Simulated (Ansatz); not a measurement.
HAl, SMILES `[AlH]` (lower singlet) (charge 0, multiplicity 1). This singlet lies 1.88 eV below the relaxed triplet at the level composite: frozen-core CCSD(T) with HF/cc-pV5Z and the correlation energy extrapolated as X^-3 from cc-pVQZ and cc-pV5Z, plus full CI minus CCSD(T) in cc-pVDZ // B3LYP-D3(BJ)/def2-TZVP (Ansatz, a program for electronic structure).

These are frozen-core full CI/cc-pVDZ // B3LYP-D3(BJ)/def2-TZVP (Ansatz) values and carry that method's errors.

Ansatz 0.2 input:
```yaml
crystal:
  periodic: [false, false, false]
  atoms:
    - { symbol: Al, position_ang: [0.830968, -0.000004, -0.000003] }
    - { symbol: H, position_ang: [-0.830968, 0.000004, 0.000003] }
basis:
  gaussian: { orbitals: cc-pVDZ }
correlation:
  method: fci
```

Output:

```
Functional definition: HF
398 factors; integrals over basis functions are off by at most 1.6e-7 eV
mean field evaluation 1: about -6597.2277 eV, gradient 6.2e0 eV
mean field evaluation 2: about -6597.2284 eV, gradient 6.2e0 eV
mean field evaluation 4: about -6597.5072 eV, gradient 3.3e-1 eV
mean field evaluation 8: about -6597.5083 eV, gradient 1.7e-4 eV
mean field -6597.50828836 eV, -242.4539576454 hartree, gradient 1.1e-6 eV, S^2 0.000000; 0 other end points of the search recorded, 0 dependent functions left out; unrestricted orbitals would lower it
5 core orbitals not correlated
reference -6597.50828836 eV, -242.4539576454 hartree; 2, 2 occupied and 16, 16 virtual orbitals, 398 factors
state -6599.55008132 eV, -242.5289921529 hartree
Total energy: -6599.55008132 eV, -242.5289921529 hartree
```
